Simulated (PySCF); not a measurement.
Dissociation curve of SMILES [Cl][Ga]([Cl])[Cl] (Cl3Ga). The Ga1–Cl4 bond (Ga1 also carries Cl, Cl; Cl4 carries nothing else) is pulled apart rigidly from the PBE0/def2-TZVP optimised geometry.

- RKS-M06-2X = restricted M06-2X/cc-pVDZ run with PySCF
- UHF/cc-pVDZ (PySCF)
- UKS-M06-2X = unrestricted M06-2X/cc-pVDZ run with PySCF

Magnitude of the dipole moment (D; its direction can reverse along the curve, and a method can change to another solution) and Mulliken charge of the fragment that holds Ga1:

```
R / Å  μ RKS-M06-2X  q RKS-M06-2X  μ UHF  q UHF  μ UKS-M06-2X  q UKS-M06-2X
-----  ------------  ------------  -----  -----  ------------  ------------
1.69           1.87          0.03   1.99   0.09          1.87          0.03
1.80           1.43          0.07   1.52   0.13          1.43          0.07
1.91           0.94          0.12   1.00   0.19          0.94          0.12
2.00           0.53          0.17   0.56   0.23          0.53          0.17
2.03           0.39          0.18   0.42   0.25          0.39          0.18
2.11           0.01          0.22   0.01   0.29          0.01          0.22
2.20           0.41          0.25   0.44   0.32          0.41          0.25
2.25           0.65          0.27   0.70   0.34          0.65          0.27
2.34           1.07          0.30   1.16   0.37          1.07          0.30
2.43           1.49          0.33   1.62   0.40          1.49          0.33
2.63           2.39          0.37   2.65   0.44          2.39          0.37
2.83           3.23          0.39   3.66   0.47          3.23          0.39
3.19           4.54          0.40   0.88   0.19             —             —
3.52           5.49          0.41   0.71   0.07          3.35          0.28
3.85           6.25          0.40   1.41   0.02          1.71          0.16
4.19           6.89          0.40   1.71   0.01          0.45          0.09
4.60           7.55          0.40   2.09   0.00          0.75          0.03
5.21           8.38          0.39   2.01   0.00          1.36          0.00
5.68           8.98          0.39   1.99   0.00          1.61          0.00
6.35           9.82          0.37   1.97   0.00          1.58          0.00
7.37          11.10          0.36   1.96   0.00          1.57          0.00
```

A dash means that the run gave no value there, or that the column was ended at a point which the program doubted or which failed a test of continuity chosen for this set; such a test can also cut sound points.

At the longest distance RKS-M06-2X leaves fractional charges on the fragments, a sign of delocalisation error or of the restricted form. The restricted form behind RKS-M06-2X keeps the bonding electrons paired and can't separate into open-shell fragments. The unrestricted determinant behind UHF is spin-contaminated at 3.19 to 7.37 Å (<S²> up to 1.0, against 0.00 for a pure singlet). The unrestricted determinant behind UKS-M06-2X is spin-contaminated at 3.52 to 7.37 Å (<S²> up to 1.0, against 0.00 for a pure singlet).
